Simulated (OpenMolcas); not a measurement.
**Bi3+: effect of the active space**

```yaml
Program: OpenMolcas
Method: MS-CASPT2 or its RAS form, IPEA 0.25 Eh, imaginary shift 0.1 Eh
Basis: ANO-RCC-VTZP
Scalar_Hamiltonian: DKH2, point nucleus
Spin-orbit_coupling: RASSI with atomic mean-field integrals over the reference wave functions, term energies averaged over their components
```

A. 2 electrons in 4 orbitals (6s 6p); 2S+1 = 3 even, 3 roots; 2S+1 = 1 even, 7 roots; 2S+1 = 3 odd, 3 roots; 2S+1 = 1 odd, 3 roots; closed shells correlated: 5d; CASPT2 step roughly 4 core-seconds
B. 2 electrons in 8 orbitals (6s 6p 7s 7p); 2S+1 = 3 even, 3 roots; 2S+1 = 1 even, 7 roots; 2S+1 = 3 odd, 3 roots; 2S+1 = 1 odd, 3 roots; closed shells correlated: 5d; CASPT2 step roughly 7 core-seconds
C. 2 electrons in 9 orbitals (RAS2 6s 6p; RAS3 6d, at most 2 electrons); 2S+1 = 3 even, 3 roots; 2S+1 = 1 even, 7 roots; 2S+1 = 3 odd, 3 roots; 2S+1 = 1 odd, 3 roots; closed shells correlated: 5d; CASPT2 step roughly 10 core-seconds

Energies in cm⁻¹ above 6s² ¹S₀, the measured ground level; measured values from Moore, Atomic Energy Levels, vol. III, NSRDS-NBS 35 (1971 reprint of NBS Circular 467, 1958).

```tsv
Level	A	B	C	Measured
6s² ¹S₀	0.0	0.0	0.0	0.0
6s 6p ³P°₀	74090	73500	74460	70968
6s 6p ³P°₁	78760	78130	79050	75926
6s 6p ³P°₂	96080	95490	96430	96423
6s 6p ¹P°₁	112720	111920	113220	114602
```

Deviations, from unrounded energies. A percentage is the sum of absolute deviations over the sum of measured energies, with the sign that they share, or ± where signs differ.

```csv
Against measurement,Levels,A,B,C
mean absolute deviation (cm-1),4,2000,2100,2000
other configurations (%),4,±2.3,±2.3,±2.2
```

A, B, C lie about equally close to measurement. The largest miss of C in the table is 6s 6p ³P°₀, by +3500 cm-1. The ranking rests on the paired levels alone, and a cruder setting can come out closer through cancelling errors.

Among A to C the level of the table that moves most is 6s 6p ¹P°₁, by 1300 cm-1 (lowest in B, highest in C). Moves below CASPT2's spread within the term are not significant.

Over all roots computed the reference weight is 0.88 to 0.94 in A, 0.86 to 0.94 in B; the roots of lowest weight are the least certain, and an intruder state may touch them. Spin-orbit splittings of 6p shells tend to come out small when the coupling is added on scalar orbitals. The run also gave levels led by 6s 7s, which use shells meant for correlation; these and all levels above them are left out (holds for B). Active for correlation alone: 6d; no level in the range computed is led by a configuration that fills it, so any true level of that kind is missing (holds for C). Computed and measured levels are paired by configuration, term and J; levels that our copy of the source lacks, or whose pairing is in doubt (as where it misses far off the trend of its configuration), stay unpaired and out of the deviations. Levels of configurations outside the active space are missing. The table leaves out levels that lie high or whose names do not pair safely across all columns.

° marks odd parity.
